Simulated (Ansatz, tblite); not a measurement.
Removing and adding an electron: Mo(NH)2(NH2)2 (MoN4H6). Charge 0, multiplicity 1. Geometry: r2SCAN-D4/def2-SVP. Ansatz, gas phase; energy differences of separate SCF runs; the oxidised species was run as a doublet alone; the reduced species was run as a doublet alone.

```
atom   x (Å)   y (Å)   z (Å)
 Mo1  -0.078  -0.179  -0.041
  N2   0.068  -0.910  -1.618
  H3  -0.062  -1.627  -2.331
  N4  -0.944  -1.100   1.163
  H5  -1.471  -1.889   1.535
  N6  -1.044   1.499  -0.277
  H7  -1.662   1.906   0.421
  H8  -1.089   2.016  -1.151
  N9   1.734   0.083   0.635
 H10   2.559   0.153   0.046
 H11   1.988   0.048   1.619
```

In the def2 sets Mo takes a core potential; there is no spin–orbit coupling. The xTB rows come from tblite. HOMO above LUMO, or a gap near zero within one spin, warns that the state may not be the lowest or that an electron is smeared out.

| level | −HOMO (eV) | vertical IE (eV) | −LUMO (eV) | vertical EA (eV) | HOMO–LUMO gap (eV) | IE − EA (eV) | remarks |
| --- | --- | --- | --- | --- | --- | --- | --- |
| GFN2-xTB | 9.57 | 12.75 | 6.05 | 2.99 | 3.52 | 9.76 | – |
| PBE-D4/def2-TZVP | 5.31 | 8.16 | 1.67 | – | 3.64 | – | – |
| r2SCAN-D4/def2-TZVPD | 5.63 | – | 1.66 | -0.87 | 3.98 | – | HOMO above zero (-1 doublet) |
| PBE0-D4/def2-TZVP | 6.58 | 8.40 | 0.87 | – | 5.70 | – | – |

Q: Estimate the rows for GFN1-xTB, PBE-D4/def2-TZVPD, r2SCAN-D4/def2-TZVP, PBE0-D4/def2-TZVPD.

A: 
```csv
level,−HOMO (eV),vertical IE (eV),−LUMO (eV),vertical EA (eV),HOMO–LUMO gap (eV),IE − EA (eV),remarks
GFN1-xTB,10.39,13.41,6.76,3.85,3.63,9.55,–
PBE-D4/def2-TZVPD,5.40,–,1.77,-0.71,3.62,–,"HOMO above zero (-1 doublet), gap within one spin near zero (-1 doublet)"
r2SCAN-D4/def2-TZVP,5.58,8.23,1.59,–,3.99,–,–
PBE0-D4/def2-TZVPD,6.64,–,0.97,-0.74,5.67,–,HOMO above zero (-1 doublet)
```

   A HOMO above zero means that the electron is unbound at that level or that self-interaction error raises the level; the energy of removing that electron tells which. Raw xTB energy differences between charge states are shifted by several eV; the methods need an empirical correction for them. A negative affinity means that the extra electron isn't bound; its size then hangs on the basis.
